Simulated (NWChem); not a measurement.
System: GeHOCl, singlet; SMILES [OH][Ge][Cl]

NWChem input:

```
start job
memory heap 200 mb stack 900 mb global 1100 mb
geometry units angstroms noautosym nocenter noautoz
  Ge     0.375283     0.522250     0.000000
  Cl    -0.123630    -1.612776     0.000000
  O     -1.304197     1.121611     0.000000
  H     -1.350247     2.086615     0.000000
end
basis spherical
  Ge library def2-svpd
  Cl library def2-svpd
  O library def2-svpd
  H library def2-svpd
end
dft
  xc b3lyp
  iterations 150
end
property
  response 1 0.0
end
task dft property
```

Excerpt of the output:

```
             Northwest Computational Chemistry Package (NWChem) 7.3.0
             --------------------------------------------------------

                             Geometry "geometry" -> ""
                             -------------------------

 Output coordinates in angstroms (scale by  1.889725989 to convert to a.u.)

  No.       Tag          Charge          X              Y              Z
 ---- ---------------- ---------- -------------- -------------- --------------
    1 Ge                  32.0000     0.37528300     0.52225000     0.00000000
    2 Cl                  17.0000    -0.12363000    -1.61277600     0.00000000
    3 O                    8.0000    -1.30419700     1.12161100     0.00000000
    4 H                    1.0000    -1.35024700     2.08661500     0.00000000

 Effective nuclear repulsion energy (a.u.)     245.3891902261

                              NWChem Property Module
                              ----------------------

                                 NWChem DFT Module
                                 -----------------

 Summary of "ao basis" -> "ao basis" (spherical)
 ------------------------------------------------------------------------------
       Tag                 Description            Shells   Functions and Types
 ---------------- ------------------------------  ------  ---------------------
 Ge                        def2-svpd                14       38   6s4p4d
 Cl                        def2-svpd                11       27   5s4p2d
 O                         def2-svpd                 9       23   4s3p2d
 H                         def2-svpd                 4        8   2s2p

            General Information
            -------------------
          SCF calculation type: DFT
          Wavefunction type:  closed shell.
          No. of atoms     :     4
          No. of electrons :    58
           Alpha electrons :    29
            Beta electrons :    29
          Charge           :     0
          Spin multiplicity:     1
          Use of symmetry is: off; symmetry adaption is: off
          Maximum number of iterations: 150
          AO basis - number of functions:    96
                     number of shells:    38
          Convergence on energy requested:  1.00D-06
          Convergence on density requested:  1.00D-05
          Convergence on gradient requested:  5.00D-04

              XC Information
              --------------
                         B3LYP Method XC Potential
                     Hartree-Fock (Exact) Exchange  0.200
                        Slater Exchange Functional  0.800 local
                    Becke 1988 Exchange Functional  0.720 non-local
              Lee-Yang-Parr Correlation Functional  0.810
                  VWN I RPA Correlation Functional  0.190 local

             Grid Information
             ----------------
          Grid used for XC integration:  medium
          Radial quadrature: Mura-Knowles
          Angular quadrature: Lebedev.
          Tag              B.-S. Rad. Rad. Pts. Rad. Cut. Ang. Pts.
          ---              ---------- --------- --------- ---------
          Ge                  1.25      112          11.0       590
          Cl                  1.00       88          11.0       590
          O                   0.60       49          12.0       434
          H                   0.35       45          12.0       434
          Grid pruning is: on
          Number of quadrature shells:   294
          Spatial weights used:  Erf1

      Superposition of Atomic Density Guess
      -------------------------------------

 Sum of atomic energies:       -2609.56680368

      Non-variational initial energy
      ------------------------------

 Total energy =   -2609.949301
 1-e energy   =   -4122.435512
 2-e energy   =    1267.097020
 HOMO         =      -0.293147
 LUMO         =      -0.036125

   convergence    iter        energy       DeltaE   RMS-Dens  Diis-err
 ---------------- ----- ----------------- --------- --------- ---------
 d= 0,ls=0.0,diis     1  -2612.6184758013 -2.86D+03  2.14D-02  7.39D-01
 d= 0,ls=0.0,diis     2  -2612.3321292979  2.86D-01  1.15D-02  3.34D+00
 d= 0,ls=0.0,diis     3  -2612.7029937985 -3.71D-01  2.88D-03  7.68D-02
 d= 0,ls=0.0,diis     4  -2612.7086365014 -5.64D-03  1.45D-03  1.82D-02
 d= 0,ls=0.0,diis     5  -2612.7113059113 -2.67D-03  2.79D-04  1.39D-03
  Resetting Diis
 d= 0,ls=0.0,diis     6  -2612.7114349317 -1.29D-04  5.02D-05  3.69D-05
 d= 0,ls=0.0,diis     7  -2612.7114371929 -2.26D-06  1.61D-05  9.18D-07
 d= 0,ls=0.0,diis     8  -2612.7114371837  9.21D-09  8.98D-06  1.30D-06

         Total DFT energy =    -2612.711437183703
      One electron energy =    -4122.611607485470
           Coulomb energy =     1380.814842488794
    Exchange-Corr. energy =     -116.303862413137
 Nuclear repulsion energy =      245.389190226109

 Numeric. integr. density =       57.999998013002

                       DFT Final Molecular Orbital Analysis
                       ------------------------------------

 Vector   27  Occ=2.000000D+00  E=-3.261054D-01
              MO Center= -2.8D-01, -1.1D+00,  6.1D-09, r^2= 2.4D+00
   Bfn.  Coefficient  Atom+Function         Bfn.  Coefficient  Atom+Function
  ----- ------------  ---------------      ----- ------------  ---------------
    52      0.551046  2 Cl pz                49      0.433800  2 Cl pz
    72     -0.260964  3 O  pz                46      0.250177  2 Cl pz
    75     -0.184892  3 O  pz                55      0.090347  2 Cl pz
    78     -0.064073  3 O  pz                15      0.045101  1 Ge pz
    18      0.042366  1 Ge pz                20      0.038418  1 Ge d -1

 Vector   28  Occ=2.000000D+00  E=-3.248548D-01
              MO Center= -6.9D-02, -1.4D+00, -1.4D-08, r^2= 1.8D+00
   Bfn.  Coefficient  Atom+Function         Bfn.  Coefficient  Atom+Function
  ----- ------------  ---------------      ----- ------------  ---------------
    50      0.511999  2 Cl px                47      0.407256  2 Cl px
    51     -0.270048  2 Cl py                44      0.234333  2 Cl px
    48     -0.211196  2 Cl py                69      0.162781  3 O  s
    45     -0.121780  2 Cl py                16      0.116867  1 Ge px
    13      0.105928  1 Ge px                 4      0.096837  1 Ge s

 Vector   29  Occ=2.000000D+00  E=-2.839697D-01
              MO Center=  1.6D-01,  1.7D-01, -5.0D-10, r^2= 3.5D+00
   Bfn.  Coefficient  Atom+Function         Bfn.  Coefficient  Atom+Function
  ----- ------------  ---------------      ----- ------------  ---------------
     4      0.474863  1 Ge s                  5      0.329432  1 Ge s
    70     -0.310157  3 O  px                50     -0.275991  2 Cl px
     3     -0.272116  1 Ge s                 51     -0.259158  2 Cl py
    13      0.236950  1 Ge px                73     -0.228225  3 O  px
    47     -0.211670  2 Cl px                48     -0.187406  2 Cl py

 Vector   30  Occ=0.000000D+00  E=-9.859911D-02
              MO Center=  3.8D-01,  4.7D-01, -2.7D-12, r^2= 3.1D+00
   Bfn.  Coefficient  Atom+Function         Bfn.  Coefficient  Atom+Function
  ----- ------------  ---------------      ----- ------------  ---------------
    18      0.600972  1 Ge pz                15      0.479174  1 Ge pz
    12     -0.254973  1 Ge pz                72     -0.220347  3 O  pz
    52     -0.211661  2 Cl pz                75     -0.178107  3 O  pz
    49     -0.144741  2 Cl pz                37     -0.089636  1 Ge d  1
     9      0.082305  1 Ge pz                46     -0.080596  2 Cl pz

 Vector   31  Occ=0.000000D+00  E=-2.771913D-02
              MO Center=  1.1D-01,  1.3D+00,  2.4D-09, r^2= 5.6D+00
   Bfn.  Coefficient  Atom+Function         Bfn.  Coefficient  Atom+Function
  ----- ------------  ---------------      ----- ------------  ---------------
     6      0.942345  1 Ge s                 69      0.574951  3 O  s
    43     -0.544403  2 Cl s                  5     -0.450677  1 Ge s
    90     -0.384094  4 H  s                 14      0.304516  1 Ge py
    38     -0.286520  1 Ge d  2              77      0.276343  3 O  py
    17      0.256389  1 Ge py                16     -0.183531  1 Ge px

 Vector   32  Occ=0.000000D+00  E=-8.611907D-04
              MO Center= -2.0D-01,  6.2D-01, -3.3D-09, r^2= 7.1D+00
   Bfn.  Coefficient  Atom+Function         Bfn.  Coefficient  Atom+Function
  ----- ------------  ---------------      ----- ------------  ---------------
    69      0.627876  3 O  s                  5      0.515299  1 Ge s
    43      0.481717  2 Cl s                 90     -0.442574  4 H  s
     6     -0.427046  1 Ge s                 16     -0.389182  1 Ge px
    77      0.357847  3 O  py                 4      0.326567  1 Ge s
    42     -0.321644  2 Cl s                 95      0.295129  4 H  py

     Multipole analysis of the density
     ---------------------------------

     L   x y z        total         alpha         beta         nuclear
     -   - - -        -----         -----         ----         -------
     0   0 0 0     -0.000000    -29.000000    -29.000000     58.000000

     1   1 0 0      0.467173      2.006600      2.006600     -3.546027
     1   0 1 0      1.207631      0.269040      0.269040      0.669551
     1   0 0 1     -0.000000     -0.000000     -0.000000      0.000000

     2   2 0 0    -28.541728    -50.333676    -50.333676     72.125623
     2   1 1 0     -0.912667      8.218750      8.218750    -17.350167
     2   1 0 1     -0.000000     -0.000000     -0.000000      0.000000
     2   0 2 0    -24.671650   -132.615848   -132.615848    240.560045
     2   0 1 1      0.000000      0.000000      0.000000      0.000000
     2   0 0 2    -25.635228    -12.817614    -12.817614      0.000000

 *** CALLING NEW AORESP DRIVER FOR CLOSED AND OPEN SHELLS ***
 Entering AOResponse driver routine

--------------------------------------------------------------------------------

          -----------------------------------------------
          Solving response equations for perturbing field
          -----------------------------------------------

 number of frequencies:     1
 frequency in a.u.:  0.0000000E+00
 Perturbing field: electric
 Using El. Dipole Length Gauge

 Setting up CPKS with frequency omega =      0.00000000 a.u.

 STATIC response

                                NWChem CPHF Module
                                ------------------

  scftype          =     RHF
  nclosed          =       29
  nopen            =        0
  variables        =     1943
  # of vectors     =        3
  tolerance        = 0.10D-03
  level shift      = 0.00D+00
  max iterations   =       50
  max subspace     =       30

 SCF residual:    4.8243984698902875E-004

Iterative solution of linear equations
  No. of variables     1943
  No. of equations        3
  Maximum subspace       30
        Iterations       50
       Convergence  1.0D-04

   iter   nsub   residual    time
   ----  ------  --------  ---------
     1      3    4.22D+00      12.7
     2      6    3.53D+00      17.3
     3      9    6.64D-01      21.9
     4     12    1.60D-01      26.5
     5     15    5.62D-02      31.1
     6     18    3.32D-03      35.6
     7     21    1.19D-03      40.1
     8     24    8.56D-05      44.8

 Electric Dipole Response Matrix (nonzero elements):

              1        2        3
    1   48.4084  -0.0409  -0.0000
    2   -0.0409  66.3733   0.0000
    3   -0.0000   0.0000  40.1194

 ------------------------------------------
 average:        51.63370 + I       0.00000

 DFT Linear Response polarizability / au
 Frequency  =       0.0000000 / au
              X              Y              Z
 -----------------------------------------------
 X      48.4084267     -0.0408898     -0.0000000
 Y      -0.0408784     66.3733092      0.0000001
 Z      -0.0000000      0.0000001     40.1193778
 -----------------------------------------------
 Eigenvalues =      48.4083336     66.3734022     40.1193778
 Isotropic   =      51.6337046
 Anisotropic =      23.2456908
 -----------------------------------------------

 Magnetic Dipole Response Matrix (nonzero elements):

 Exiting AOResponse driver routine
```

Level: B3LYP/def2-SVPD. Low-valent species are run as closed-shell singlets; no triplet was tried in these runs. Structure relaxed at the PBE0/def2-SVP level. B3LYP is NWChem's, with the RPA form of VWN correlation.
